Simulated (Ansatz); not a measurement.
In(Me)2(NH2) (C2H8InN), SMILES [CH3][In]([CH3])[NH2]. Atoms are numbered in the order given.

```xyz
12

In    -0.0081    -0.0570     0.0000
C      0.0336    -0.9583     1.9841
H      0.9545    -1.5469     2.1135
H     -0.8270    -1.6323     2.1120
H     -0.0045    -0.1772     2.7570
C      0.0335    -0.9583    -1.9841
H      0.9544    -1.5470    -2.1134
H     -0.0045    -0.1772    -2.7570
H     -0.8271    -1.6323    -2.1121
N     -0.1022     1.9826     0.0000
H     -0.1281     2.5604    -0.8347
H     -0.1295     2.5604     0.8348
```

Coordinates come from a B3LYP-D3(BJ)/def2-SVP optimisation. The structure was generated by enumeration; whether it is a known compound was not checked. The def2 effective core potentials stand for the cores of In; spin–orbit coupling is left out. The values are those of a single conformer.

Two levels are set side by side: PBE-D3(BJ)/def2-SVP (Ansatz, a first-principles code) and B3LYP-D3(BJ)/def2-SVP (Ansatz). Each level has its own optimised geometry; the coordinates shown are those of the second. Differences are taken from unrounded values.

```json
[
 {"quantity": "mean bond length (Å)", "B3LYP-D3(BJ)": "1.367"},
 {"quantity": "bond In1–C2 (Å)", "B3LYP-D3(BJ)": "2.180"},
 {"quantity": "bond In1–C6 (Å)", "B3LYP-D3(BJ)": "2.180"},
 {"quantity": "bond In1–N10 (Å)", "B3LYP-D3(BJ)": "2.042"},
 {"quantity": "bond C2–H3 (Å)", "B3LYP-D3(BJ)": "1.101"},
 {"quantity": "bond C2–H4 (Å)", "B3LYP-D3(BJ)": "1.101"},
 {"quantity": "bond C2–H5 (Å)", "B3LYP-D3(BJ)": "1.100"},
 {"quantity": "bond C6–H7 (Å)", "B3LYP-D3(BJ)": "1.101"},
 {"quantity": "bond C6–H8 (Å)", "B3LYP-D3(BJ)": "1.100"},
 {"quantity": "bond C6–H9 (Å)", "B3LYP-D3(BJ)": "1.101"},
 {"quantity": "bond N10–H11 (Å)", "B3LYP-D3(BJ)": "1.016"},
 {"quantity": "bond N10–H12 (Å)", "B3LYP-D3(BJ)": "1.016"}
]
```

Question: What does PBE-D3(BJ) give, and how far is it from B3LYP-D3(BJ)? (Estimate from the structure and the level; the computed values follow.)

Answer: 
```csv
quantity,PBE-D3(BJ),PBE-D3(BJ) minus B3LYP-D3(BJ)
mean bond length (Å),1.372,0.005
bond In1–C2 (Å),2.178,-0.001
bond In1–C6 (Å),2.178,-0.001
bond In1–N10 (Å),2.048,0.006
bond C2–H3 (Å),1.108,0.007
bond C2–H4 (Å),1.108,0.007
bond C2–H5 (Å),1.107,0.007
bond C6–H7 (Å),1.108,0.007
bond C6–H8 (Å),1.107,0.007
bond C6–H9 (Å),1.108,0.007
bond N10–H11 (Å),1.022,0.007
bond N10–H12 (Å),1.022,0.007
```

GGA bonds tend to be longer and softer than those of functionals with exact exchange. Differences between two approximate levels are no errors against the true value.
